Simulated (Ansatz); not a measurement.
```xyz
9

F     1.077    1.531   -1.237
C    -0.213    1.194   -0.903
C    -0.266    0.032   -0.010
Al    0.558   -1.406    1.047
S    -1.657   -0.623    0.570
H    -0.684    2.059   -0.418
H    -0.767    0.981   -1.827
H     1.038   -1.029    2.504
H     0.914   -2.738    0.274
```

Total charge 0; spin multiplicity 1. The bonds changed during the relaxation, so this is another structure than the one it started from.

Question: List the PBE/def2-TZVPP orbital energies in eV (the Gaussian-basis code of Ansatz). (An estimate is asked.)

Answer: Ansatz gave: Occupied: -2396.77, -1506.35, -660.16, -271.79, -271.09, -209.70, -155.80, -155.80, -155.64, -106.63, -68.69, -68.56, -68.48, -30.39, -21.13, -18.26, -14.17, -12.91, -12.73, -11.79, -10.11, -9.26, -8.88, -8.22, -8.05, -6.89, -6.24. Lowest empty: -3.98, -1.09, -0.06, 0.21, 0.53, 0.93, 1.73, 1.85.
